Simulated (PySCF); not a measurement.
Working out the ionisation energy of Br

Br [Ar] 3d10 4s2 4p5 (2P) → Br⁺ [Ar] 3d10 4s2 4p4 (3P). All numbers are calculated (PySCF 2.14, a scalar-relativistic core potential, in cc-pVTZ-PP with ECP10MDF (5s4p3d1f, 39 functions)). Frozen: 3s2 3p6 3d10. Energies in hartree (1 hartree = 27.21139 eV):

| part | Br (lower) | Br⁺ (upper) |
| --- | --- | --- |
| UHF | -415.491391 | -415.096681 |
| CCSD correlation | -0.153556 | -0.123725 |
| (T) | -0.004422 | -0.003220 |

Question: What does Hartree-Fock give?

Answer: (-415.096681) − (-415.491391) = 0.394710 hartree = 10.741 eV.

Question: What do CCSD and CCSD(T) give?

Answer: The CCSD correlation energies differ by 0.029831 hartree = 0.812 eV and the triples by 0.001202 hartree = 0.033 eV, so CCSD gives 11.553 eV and CCSD(T) 11.586 eV.

Measured between the centres of the two terms (NIST): 11.844 eV, so CCSD(T) (valence) is off by -0.258 eV.

What remains against the reference includes basis incompleteness, the frozen core and higher excitations.
